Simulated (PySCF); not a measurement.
A small calculation by hand: oscillator strength and radiative lifetime

C₂H₄N₂OSi, SMILES N#C/N=C/O[SiH3].

Geometry: PBE-D3(BJ)/def2-SVP. The structure was generated by enumeration; whether it is a known compound was not checked. The values are those of a single conformer.

TDDFT-PBE/def2-SVPD (PySCF 2.14.0) puts the first singlet state with f over 0.02 at 5.27 eV (vertical), with the transition dipole (-0.298, 0.954, 0.000) in atomic units.

### Question
Find the oscillator strength, the wavelength and the radiative lifetime that this transition would have in vacuum if emission retraced absorption.

### Answer

|μ|² = 0.9989 au, so |μ| = 2.54 D. ΔE = 5.27/27.211 = 0.1937 hartree. f = (2/3) ΔE |μ|² = 0.129 (the program prints 0.129).
λ = 1239.84/5.27 = 235 nm; ν = 42505 cm⁻¹.
Einstein's coefficient A = 0.6670 ν² f s⁻¹ (ν in cm⁻¹) = 1.6e8 s⁻¹, so τ = 1/A = 6.4 ns. This state is S2; the lower singlet has f = 0.000. The figure is the radiative limit of this one transition; relaxation, internal conversion, crossing to triplets and a medium change what is measured.
